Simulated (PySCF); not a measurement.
An unknown is described by computed data only.

Formula: C4H9PSi2.

| Quantity | Value |
| --- | --- |
| Triplet | lowest triplet excitation (Tamm–Dancoff): 3.84 eV [TDA B3LYP/def2-SVPD] |
| UV, first state | lowest singlet excitation: 4.85 eV (255 nm, f = 0.126) [TDDFT B3LYP/def2-SVPD] |
| Dipole | 1.09 D [B3LYP/def2-SVPD] |
| 13C NMR | chemical shifts (computed TMS as zero) by class: 161.9 (1 C), 148.9 (1 C), 106.7 (1 C), 88.8 (1 C) ppm [GIAO PBE0/pcSseg-1] |
| Rotational structure | rotational constants A, B, C: 1.791, 0.977, 0.705 GHz [GFN2-xTB] |
| 1H NMR | chemical shifts (computed TMS as zero) by class: 7.49 (1 H), 7.12 (1 H), 4.70 (2 H), 4.62 (2 H), 2.00 (1 H), 1.57 (2 H) ppm [GIAO PBE0/pcSseg-1] |
| Polarisability | 126.2 au [B3LYP/def2-SVPD] |

Electronic properties: PySCF, gas phase, density fitting. Levels stand in brackets. The structure is a single GFN2-xTB conformer in the gas phase; no vibrational or solvent corrections. NMR values are class means; diastereotopic atoms form classes of their own.

Question: Propose a structure and show how it fits.

Answer: Numbering: `[CH:1]#[C:2][SiH2:3]/[CH:4]=[CH:5]\[SiH2:6][PH2:7]`. 4 carbons fall into 4 classes; from least to most shielded: alkene CH carbon [C5] (161.9 ppm), alkene CH carbon [C4] (148.9 ppm), terminal alkyne carbon [C1] (106.7 ppm), alkyne carbon [C2] (88.8 ppm). Hydrogen classes from least to most shielded: 1 H on an alkene CH carbon, C5 (7.49 ppm), 1 H on an alkene CH carbon, C4 (7.12 ppm), 2 H on an SiH2 silicon, Si3 (4.70 ppm), 2 H on an SiH2 silicon, Si6 (4.62 ppm), 1 H on a terminal alkyne carbon, C1 (2.00 ppm), 2 H on a three-coordinate phosphorus, P7 (1.57 ppm, a mean of values up to 0.8 ppm apart in this geometry). S1 is mainly HOMO→LUMO (weight 0.91); the largest Löwdin shares of the orbital it empties are 0.55 on the three-coordinate phosphorus, 0.10 on an alkene CH carbon, 0.09 on an SiH2 silicon and 0.09 on an alkene CH carbon, of the orbital it fills 0.29 on an alkene CH carbon, 0.28 on an alkene CH carbon, 0.10 on an SiH2 silicon and 0.08 on an SiH2 silicon. The optimised geometry has point group C1 and is an asymmetric top. Structure: `C#C[SiH2]/C=C\[SiH2]P`. Computed isomers that give other values at the same levels: `C#CC1(C)[SiH2]P[SiH2]1` (13C chemical shifts (computed TMS as zero) by class: 93.8 (1 C), 78.9 (1 C), 25.9 (1 C), 18.4 (1 C) ppm); `C=CC#C[Si@H]([SiH3])P` (13C chemical shifts (computed TMS as zero) by class: 138.5 (1 C), 124.7 (1 C), 117.9 (1 C), 100.4 (1 C) ppm); `C#C/C([SiH3])=C/[SiH2]P` (13C chemical shifts (computed TMS as zero) by class: 160.4 (1 C), 147.9 (1 C), 95.2 (1 C), 90.6 (1 C) ppm). The assignments are read from this structure; whether some other isomer fits the data as well wasn't checked.

The values belong to the conformer `[CH:1]#[C:2][SiH2:3]/[CH:4]=[CH:5]\[SiH2:6][PH2:7]`: C2–Si3–C4–C5 66°, C4–C5–Si6–P7 -95°, H–P7–Si6–C5 -41°, H–P7–Si6–C5 52°.
